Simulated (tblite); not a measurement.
Compound: C5H9O3 (charge -1).
Numbering: `[CH3:1][O:2][CH2:3][C@@H:4]([CH3:5])[C:6](=[O:7])[O-:8]` (hydrogens: H9, H10, H11 on C1; H12, H13 on C3; H14 on C4; H15, H16, H17 on C5)
Bond orders are those of one Lewis drawing.

Computed with GFN2-xTB (tblite), gas phase: Langevin dynamics at 300 K from the optimised GFN2-xTB geometry, time step 0.5 fs, friction 0.01 fs⁻¹, 2000 steps. The instantaneous temperature is 2·E(kin)/(3Nk) with all 3N coordinates.

```
t (fs)  T (K)  E(pot) above start (eV)  C1–O2 (Å)  O2–C3 (Å)  C3–C4 (Å)  C4–C5 (Å)  C4–C6 (Å)  C1–H9 (Å)  C1–O2–C3–C4 (°)
     0    259                    0.000      1.392      1.428      1.514      1.522      1.613      1.091              177
    50    250                    0.444      1.405      1.477      1.504      1.525      1.693      1.138              178
   100    223                    0.544      1.437      1.405      1.530      1.528      1.616      1.033             -174
   150    229                    0.499      1.382      1.432      1.524      1.491      1.646      1.144             -179
   200    221                    0.429      1.385      1.442      1.542      1.535      1.614      1.036             -173
   250    259                    0.469      1.413      1.412      1.505      1.501      1.657      1.126             -146
   300    274                    0.436      1.412      1.436      1.523      1.556      1.598      1.092             -138
   350    279                    0.573      1.377      1.483      1.539      1.515      1.617      1.111             -149
   400    270                    0.413      1.428      1.413      1.511      1.533      1.607      1.089              180
   450    273                    0.397      1.379      1.459      1.504      1.554      1.577      1.092              149
   500    282                    0.504      1.407      1.436      1.526      1.515      1.619      1.126              147
   550    404                    0.636      1.397      1.425      1.517      1.508      1.641      1.098              155
   600    251                    0.903      1.354      1.385      1.574      1.566      1.660      1.070              164
   650    346                    0.632      1.411      1.410      1.534      1.486      1.607      1.088              171
   700    257                    0.530      1.396      1.476      1.507      1.534      1.626      1.069              177
   750    403                    0.461      1.385      1.420      1.471      1.593      1.607      1.110              163
   800    318                    0.592      1.419      1.444      1.522      1.510      1.631      1.079              161
   850    318                    0.550      1.390      1.415      1.571      1.535      1.646      1.072              175
   900    367                    0.510      1.416      1.485      1.536      1.521      1.639      1.107              175
   950    250                    0.563      1.431      1.414      1.520      1.547      1.602      1.133              168
  1000    269                    0.706      1.421      1.355      1.468      1.593      1.618      1.045              164
```

Question: From 500 fs on, how do temperature and potential energy compare with equipartition?

Answer: The mean temperature of these 11 frames is 315 K against the target 300 K, and the mean potential energy 0.60 eV against 45 × kT/2 = 0.58 eV for 45 classical harmonic modes. For 17 atoms in a canonical ensemble the temperature itself scatters by T·√(2/(3N)) = 59 K; here its standard deviation is 56 K. The whole run lasts only 10 friction times of 100 fs, so these averages carry a wide statistical error.

Question: What are the kinetic and total energies of the listed frame with the highest potential energy?

Answer: The one at 600 fs, 0.903 eV above the start. Its kinetic energy is 3NkT/2 = 0.552 eV at 251 K, so the sum is 1.46 eV; over the listed frames the sum runs from 0.57 to 1.52 eV, since the thermostat adds and removes energy.

Question: How much do the listed bonds fluctuate from 500 fs on?

Answer: 
```
 bond  at the start (Å)  mean (Å)  standard deviation (Å)
C1–O2             1.392     1.403                   0.020
O2–C3             1.428     1.424                   0.035
C3–C4             1.514     1.522                   0.032
C4–C5             1.522     1.537                   0.033
C4–C6             1.613     1.627                   0.018
C1–H9             1.091     1.091                   0.026
```

The motion is classical and holds no zero-point motion.

What follows is the cost of the whole dynamics run. On an Arm Neoverse V1 with one thread, shared host with 32 logical CPUs at a one-minute load of 21, this took 12 s of wall time and 0.19 GiB of memory at its peak.
